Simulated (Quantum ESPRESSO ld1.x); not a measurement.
Values are calculated unless marked as measured or tabulated.
One sound ld1.x (Quantum ESPRESSO 7.5) input for the krypton ion Kr3+ gives E = -2787.700 hartree in 29 iterations:

```
 &input
    zed=36.0,
    iswitch=1,
    rel=2,
    dft='PBE',
    config='[Ar] 3d10 4s2 4p3',
    verbosity='high',
    lsmall=.true.,
    prefix='ld1',
    max_out_wfc=37,
    file_charge='ld1.rho',
 /
```

Changed or added lines, one case at a time, and what came of them:

- config='[Ar] 3d10 4s2 4p3 5d-1': harmless. A negative occupation marks a state as unused; the result equals that of the sound run.
- config='[Ar] 3d10 4s2 4p3 8s1': refused. The program stops in el_config with "wrong main quantum number": the config string takes n from 1 to 7 alone.
- lsd=2: refused. The program stops in ld1_readin with "lsd not correct": lsd takes 0 or 1.
- rmax=6.0: harmless. The energy moves by less than 1e-5 hartree against the default mesh (-2787.700 hartree).
- atom='Jo' (without zed): crashed. The program stops in dirsol with "no classical turning point found": the symbol names no element.
- cau_fact=35.11: crashed. The program stops in dirsol with "no classical turning point found": with c below Z the Dirac equation of a point nucleus has no 1s solution.
- atom='Kr': harmless. atom and zed name the same element, and the result equals that of the sound run.
